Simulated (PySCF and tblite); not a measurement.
The numbers below are computed, except where a source is named.
Conformers and averaged properties: C₇H₁₄O₂, numbered as in [CH3:1][CH:2]([CH3:3])[CH:4]1[CH2:5][O:6][CH2:7][O:8][CH2:9]1

Conformers came from 90 starts (ETKDG and KDG, MMFF94s, GFN2-xTB); geometries are GFN2-xTB. Energies: B3LYP-D3(BJ)/def2-SVP, with GFN2-xTB thermal terms (modes under about 100 cm⁻¹ blended into free rotors). Symmetry numbers and mirror images are counted. Conformers within 3 kcal/mol (GFN2-xTB free energy) were kept, 8 at most. GIAO shieldings: mPW1PW91/pcSseg-1. Shifts are against TMS (¹H), TMS (¹³C) at the same level; of two unlike H on one atom, a is the less shielded. Programs: PySCF with density fitting and tblite.

Torsions listed: C1–C2–C4–C5. The 6-ring runs over atoms 4–5–6–7–8–9. Of a mirror pair one member is shown.

```csv
conformer,shape,symmetry,E(GFN2) kcal/mol,E(DFT) kcal/mol,G(298.15 K) kcal/mol,weight %,dipole D
1,6-ring chair (C2 axial); 69°,C1 (pair),0.89,0.00,0.00,34.1,1.82
2,6-ring chair (C2 axial); 166°,C1 (pair),0.84,0.17,0.11,28.3,1.64
3,6-ring chair (all substituents equatorial); -179°,Cs,0.00,0.17,0.18,25.2,2.07
4,6-ring chair (all substituents equatorial); 73°,C1 (pair),0.40,0.88,0.60,12.3,2.09
```

Weights (%) against temperature:

| T (K) | 1 | 2 | 3 | 4 | S(mix) cal/mol/K |
| --- | --- | --- | --- | --- | --- |
| 220 | 36.8 | 28.7 | 26.3 | 8.2 | 3.56 |
| 260 | 35.3 | 28.6 | 25.7 | 10.4 | 3.63 |
| 298.15 | 34.1 | 28.3 | 25.2 | 12.3 | 3.67 |
| 340 | 33.1 | 27.9 | 24.8 | 14.2 | 3.71 |
| 380 | 32.3 | 27.6 | 24.4 | 15.7 | 3.73 |

Averaged shifts at 298.15 K. ¹H: 5.01 (H7a, 1H), 5.00 (H7b, 1H), 4.01 (H5a/H9a, 2H), 3.88 (H5b/H9b, 2H), 1.67 (H2, 1H), 1.05 (H1/H3, 6H), 0.88 (H4, 1H) ppm. ¹³C: 97.4 (C7), 72.5 (C5/C9), 44.2 (C4), 32.4 (C2), 22.8 (C1/C3) ppm.

Coordinates of conformer 1 (Å):

```xyz
23

C    -2.380    0.654    0.058
C    -1.247   -0.286   -0.354
C    -0.989   -1.313    0.744
C     0.010    0.510   -0.758
C     0.708    1.242    0.399
O     1.474    0.375    1.212
C     2.402   -0.338    0.460
O     1.815   -1.141   -0.515
C     1.074   -0.368   -1.438
H    -2.558    1.409   -0.706
H    -2.150    1.157    0.994
H    -3.297    0.088    0.200
H    -1.572   -0.822   -1.255
H    -0.214   -2.012    0.441
H    -1.900   -1.872    0.948
H    -0.669   -0.824    1.660
H    -0.305    1.266   -1.486
H    -0.009    1.722    1.066
H     1.371    2.016   -0.023
H     2.930   -1.002    1.147
H     3.118    0.367   -0.019
H     0.618   -1.082   -2.127
H     1.768    0.279   -2.001
```

Shifts are unscaled: against experiment ¹³C can be off by 15 ppm or more and ¹H by 0.8 ppm.

Search and properties took 3 min on 1 thread of Intel Xeon 6975P-C (shared host) (rough), launched as `OMP_NUM_THREADS=1 python ens_run.py task.json out`.


Conformer gaps in def2-SVP on xTB geometries can be 2 kcal/mol too large for S=O, P=O and other polar bonds.